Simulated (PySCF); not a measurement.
# Assignment exercise: C$_{4}$H$_{12}$FNSi

Atoms are numbered as in `[CH3:1][C@@H:2]([F:3])[SiH2:4][N:5]([CH3:6])[CH3:7]`. Hydrogens are named by the atom that carries them. Ha(Si4) is pro-R; Hb(Si4) is pro-S.

Level of theory: geometry: GFN2-xTB, σ from GIAO-PBE0/pcSseg-1, in PySCF 2.14 (gas phase, rapidly exchanging positions averaged, single conformer, non-relativistic).

Scale: ¹³C (σ = 186.93 ppm) and ¹H (σ = 31.72 ppm) against TMS (reference shieldings calculated alike).

Question: Assign these signals to the numbered atoms. ¹³C{¹H} NMR (computed): δ 90.6, 41.4, 20.2.

Answer: 
| δ (ppm) | atoms | environment | reason |
| --- | --- | --- | --- |
| 90.6 | C2 | sp3 CH bonded to F and Si | pulled downfield by the heteroatom |
| 41.4 | C6/C7 | methyl carbon bonded to N | deshielded by the electronegative neighbour |
| 20.2 | C1 | methyl carbon | a saturated carbon with 1 carbon neighbour and no heteroatom attached |

Question: Assign these signals to the numbered atoms. ¹H NMR (500 MHz, computed): δ 5.04 (m, 1H), 4.87 (m, 1H), 4.39 (m, 1H), 2.66 (s, 6H), 1.61 (m, 3H).

Answer: 
| δ (ppm) | atoms | environment | reason |
| --- | --- | --- | --- |
| 5.04 | Ha(Si4) | hydrogen on a silicon bonded to C, N | – |
| 4.87 | H(C2) | hydrogen on an sp3 CH bonded to F and Si | its carbon carries F, an electronegative neighbour |
| 4.39 | Hb(Si4) | hydrogen on a silicon bonded to C, N | – |
| 2.66 | H(C6)/H(C7) | hydrogen on a methyl carbon bonded to N | its carbon carries N, hence the downfield position |
| 1.61 | H(C1) | hydrogen on a methyl carbon | – |

Splittings by ¹⁹F in the carbon and heteronuclear signals aren't shown, as no couplings were computed. Shifts are as computed. Against solution values, carbons near 30 ppm lie about +3 ppm off and those near 130 ppm about +5 ppm. Of 1211 compounds with measured shifts, 218 miss one by over three times the rms of a fit or turn the order of signals round; such compounds aren't used in these exercises. No couplings were computed; multiplicities are counted from neighbouring protons, with m where these are inequivalent, close in shift, in a saturated or five-membered ring or joined by F or P, and br s for small geminal =CH2 splittings.
